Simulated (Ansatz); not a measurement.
Species: C$_{4}$H$_{8}$O, net charge 0, singlet state. 
Structure (B3LYP-D3(BJ)/def2-TZVP (Ansatz, an electronic-structure program) minimum search):
SMILES: C(CC)C=O
```xyz
13

C     -2.2944    -0.2512    -0.0681
C     -0.8848     0.3219    -0.1779
C      0.1826    -0.6725     0.2562
C      1.5963    -0.1668     0.1711
O      1.9164     0.9312    -0.2043
H     -2.4117    -1.1390    -0.6944
H     -3.0416     0.4783    -0.3841
H     -2.5264    -0.5400     0.9600
H     -0.7969     1.2255     0.4291
H     -0.6836     0.6339    -1.2050
H      0.0238    -1.0043     1.2911
H      0.1368    -1.5945    -0.3389
H      2.3708    -0.8981     0.4895
```
Charge 0, spin multiplicity 1.

Parts of the frozen-core correlation energy in cc-pVDZ (Ansatz, hartree). Frozen orbitals: 5; correlated occupied orbitals by spin: 15 and 15; virtual: 90 and 90. No spin-orbit coupling. No relativistic terms.

| term | value |
|---|---|
| reference (HF) | -231.00526 |
| MP2 opposite-spin | ? |
| MP2 same-spin | -0.17903 |
| CCSD correlation | ? |
| (T) | ? |
| T1 diagnostic | 0.012 |
| largest doubles amplitude | 0.075 |

Q: What belongs in the gaps?

A: 
- MP2 opposite-spin, value: -0.56361
- CCSD correlation, value: -0.79649
- (T), value: -0.02450
